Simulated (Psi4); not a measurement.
Psi4 input (wB97X-D/6-311+G**):

```
memory 1500 MB

molecule {
0 2
O     1.79949900   -0.48042500    0.23946600
B     0.83576600    0.38591500   -0.07499200
Si   -1.15967200    0.12365700   -0.09746900
H     2.70270200   -0.14399000    0.18307200
H    -1.66381200   -1.22397000    0.28862100
H    -1.63008100    0.42426200   -1.47208100
H    -1.74821900    1.12633100    0.82419400
symmetry c1
no_reorient
no_com
}

set {
  basis 6-311+G**
  reference uks
  scf_type pk
  dft_radial_points 99
  dft_spherical_points 590
  e_convergence 1e-8
  d_convergence 1e-7
  maxiter 150
}

e = energy('wb97x-d')
print_out(f'\nFINAL {e:.10f} DIPOLE {variable("CURRENT DIPOLE")[0]:.6f} {variable("CURRENT DIPOLE")[1]:.6f} {variable("CURRENT DIPOLE")[2]:.6f}\n')
```

From the output:

```
  HONO-1 :   15  A 1.9988151
  HONO-0 :   16  A 1.0000000
  LUNO+0 :   17  A 0.0011849
  LUNO+1 :   18  A 0.0003221
  LUNO+2 :   19  A 0.0001014
  LUNO+3 :   20  A 0.0000591

Computation Completed

Properties will be evaluated at   0.000000,   0.000000,   0.000000 [a0]

Properties computed using the SCF density matrix

 Multipole Moments:

 ------------------------------------------------------------------------------------
     Multipole            Electronic (a.u.)      Nuclear  (a.u.)        Total (a.u.)
 ------------------------------------------------------------------------------------

 L = 1.  Multiply by 2.5417464519 to convert [e a0] to [Debye]
 Dipole X            :          0.7069441            0.0000076            0.7069517
 Dipole Y            :          0.0036806            0.0000113            0.0036919
 Dipole Z            :          0.0352277            0.0000151            0.0352428
 Magnitude           :                                                    0.7078392

 ------------------------------------------------------------------------------------

FINAL -391.9321028302 DIPOLE 0.706952 0.003692 0.035243

*** Psi4 exiting successfully. Buy a developer a beer!
```

The geometry given is a B3LYP-D3(BJ)/def2-TZVP minimum.
